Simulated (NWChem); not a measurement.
All runs are NWChem calculations. System: O2Ti, charge 0, spin multiplicity 1, at a geometry optimised with B3LYP/def2-SVP. The structure started from a generated list of species.

Input file:

```
start mol
memory heap 200 mb stack 900 mb global 1100 mb
geometry units angstroms nocenter noautoz noautosym
  Ti     0.000000     0.000000    -0.391185
  O     -1.335396     0.000000     0.537879
  O      1.335396     0.000000     0.537879
end
basis spherical
  * library def2-svp
end
dft
  xc xpbe96 cpbe96
  semidirect memsize 60000000 filesize 0
  iterations 100
  convergence nolevelshifting
  cdft 2 2 charge 0.6 pop lowdin
end
task dft energy
```

The output up to the point where the run's verdict is printed (cleaned and shortened):

```
             Northwest Computational Chemistry Package (NWChem) 7.3.0
             --------------------------------------------------------

                                NWChem Input Module
                                -------------------

 Scaling coordinates for geometry "geometry" by  1.889725989
 (inverse scale =  0.529177249)

                             Geometry "geometry" -> ""
                             -------------------------

 Output coordinates in angstroms (scale by  1.889725989 to convert to a.u.)

  No.       Tag          Charge          X              Y              Z
 ---- ---------------- ---------- -------------- -------------- --------------
    1 Ti                  22.0000     0.00000000     0.00000000    -0.39118500
    2 O                    8.0000    -1.33539600     0.00000000     0.53787900
    3 O                    8.0000     1.33539600     0.00000000     0.53787900

 Effective nuclear repulsion energy (a.u.)     127.1825138414

            Nuclear Dipole moment (a.u.)
            ----------------------------
        X                 Y               Z
 ---------------- ---------------- ----------------
     0.0000000000     0.0000000000    -0.0000113384


 Summary of "ao basis" -> "" (spherical)
 ------------------------------------------------------------------------------
       Tag                 Description            Shells   Functions and Types
 ---------------- ------------------------------  ------  ---------------------
 *                          def2-svp                  on all atoms

  pbe96 is a nonlocal functional; adding pw91lda local functional.

                                 NWChem DFT Module
                                 -----------------

 Summary of "ao basis" -> "ao basis" (spherical)
 ------------------------------------------------------------------------------
       Tag                 Description            Shells   Functions and Types
 ---------------- ------------------------------  ------  ---------------------
 Ti                         def2-svp                11       31   5s3p2d1f
 O                          def2-svp                 6       14   3s2p1d
[...]
            Perdew 1991 LDA Correlation Functional  1.000 local
           PerdewBurkeErnz. Correlation Functional  1.000 non-local

             Grid Information
             ----------------
          Grid used for XC integration:  medium
          Radial quadrature: Mura-Knowles
          Angular quadrature: Lebedev.
          Tag              B.-S. Rad. Rad. Pts. Rad. Cut. Ang. Pts.
          ---              ---------- --------- --------- ---------
          Ti                  1.40      112          10.0       590
          O                   0.60       49           7.0       434
          Grid pruning is: on
          Number of quadrature shells:   210
          Spatial weights used:  Erf1

          Convergence Information
          -----------------------
          Convergence aids based upon iterative change in
          total energy or number of iterations.
          Levelshifting, if invoked, occurs when the
          HOMO/LUMO gap drops below (HL_TOL):  1.00D-02
          DIIS, if invoked, will attempt to extrapolate
          using up to (NFOCK): 10 stored Fock matrices.

                    Damping( 0%)  Levelshifting(0.0)       DIIS
                  --------------- ------------------- ---------------
          dE  on:    start             N/A                start
          dE off:    2 iters           N/A              100 iters

      Screening Tolerance Information
      -------------------------------
          Density screening/tol_rho:  1.00D-10
          AO Gaussian exp screening on grid/accAOfunc:  14
          CD Gaussian exp screening on grid/accCDfunc:  20
          XC Gaussian exp screening on grid/accXCfunc:  20
          Schwarz screening/accCoul:  1.00D-08

      Superposition of Atomic Density Guess
      -------------------------------------

 Sum of atomic energies:        -997.64085433

      Non-variational initial energy
      ------------------------------

 Total energy =    -997.267176
 1-e energy   =   -1621.051741
 2-e energy   =     496.602051
 HOMO         =      -0.467617
 LUMO         =      -0.131314

------------------------------------------------------------
EAF file 0: "./mol.aoints.0" size=524288 bytes
------------------------------------------------------------
               write      read    awrite     aread      wait
               -----      ----    ------     -----      ----
     calls:        1         0         0         0         0
   data(b): 5.24e+05  0.00e+00  0.00e+00  0.00e+00
   time(s): 0.00e+00  0.00e+00  0.00e+00  0.00e+00  0.00e+00
rate(mb/s): 0.00e+00  0.00e+00
------------------------------------------------------------

  degenerate evals                    19                   20 -0.44012553754478217      -0.44012553659764481       -4.1663620361489850E-002
  degenerate evals                    19                   20 -0.44012554343388038      -0.44012554255592495       -4.4946667593679310E-002
  degenerate evals                    19                   20 -0.44012554044351049      -0.44012553962260720       -4.8070439163511967E-002
  degenerate evals                    19                   20 -0.44012554192699632      -0.44012554110096441       -4.7771931032103754E-002
  degenerate evals                    19                   20 -0.44012554118220676      -0.44012554036483126       -4.8277907030393322E-002
  degenerate evals                    19                   20 -0.44012554081209554      -0.44012553999448273       -4.8263865059559652E-002
  degenerate evals                    19                   20 -0.44012554099696022      -0.44012554017984934       -4.8293479103389464E-002
  degenerate evals                    19                   20 -0.44012554090448025      -0.44012554008721294       -4.8284313929205624E-002
  degenerate evals                    19                   20 -0.44012554085827660      -0.44012554004086069       -4.8275497143861507E-002
```

The program stopped with an error. NWChem stopped with the message: CDFT: Unable to improve the multipliers.
